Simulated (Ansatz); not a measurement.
`COC(C)=O` + `[F][AlH][SeH]` → `C[Se][AlH][F]` + `COC=O` at 700 K and 1 bar (substitution at a C–C bond).

Computed with Ansatz on PBE0-D4/def2-TZVP structures; ΔE is electronic, products minus reactants. CCSD(T)/CBS adds triple-zeta CCSD(T) − MP2 to the extrapolated MP2 energy (def2 sets, frozen cores). For Se outer-core shells are correlated without core-valence functions, which leaves a few kJ/mol of doubt a bond. Scalar relativity is left out up to krypton. Each species was taken in one conformer, which may not be the lowest.

```
        species  CCSD(T)/CBS energy (Eh)  H − E (kJ/mol)  S (J/(mol·K))
     `COC(C)=O`               -268.11980           305.5          430.8
`[F][AlH][SeH]`              -2743.83001            94.9          375.3
`C[Se][AlH][F]`              -2783.08628           191.7          444.4
        `COC=O`               -228.84804           214.2          358.2
```

H − E and S are ideal-gas, rigid-rotor, harmonic terms from PBE0-D4/def2-TZVP, for one conformer and one mirror image of each species. 1 Eh = 2625.50 kJ/mol, R = 8.31446 J/(mol·K).

Q: By hand: ΔE, ΔH, ΔS and ΔG.

A: ΔE = (-2783.08628) + (-228.84804) − (-268.11980) − (-2743.83001) = 0.01549 Eh = 40.7 kJ/mol. Δ(H − E) = 191.7 + 214.2 − 305.5 − 94.9 = 5.5, so ΔH = 46.2 kJ/mol. ΔS = 444.4 + 358.2 − 430.8 − 375.3 = -3.5 J/(mol·K). ΔG = 46.2 − 700 × (-3.5)/1000 = 48.7 kJ/mol.

Q: By hand: the equilibrium constant, and the temperature at which ΔG would vanish if ΔH and ΔS stayed fixed.

A: log₁₀ K = −ΔG/(RT ln 10) = -3.6. ΔH and −TΔS have one sign here, so there is no such temperature. One of them is within its doubt of zero, so this could turn.

The number of gas molecules stays the same, so ΔS is small and ΔH decides. A doubt of 5 kJ/mol in ΔE shifts log₁₀ K by 0.4 here. Other conformers and mirror images would add mixing entropy, several J/(mol·K) or more a flexible species. Modes under 60 cm⁻¹, often nearly free rotors, make the harmonic entropy too high. These are equilibria of isolated gas molecules and say nothing of rates. Largest T1 diagnostic: 0.015 (customary marks: 0.02 for closed shells, 0.045 for open ones).
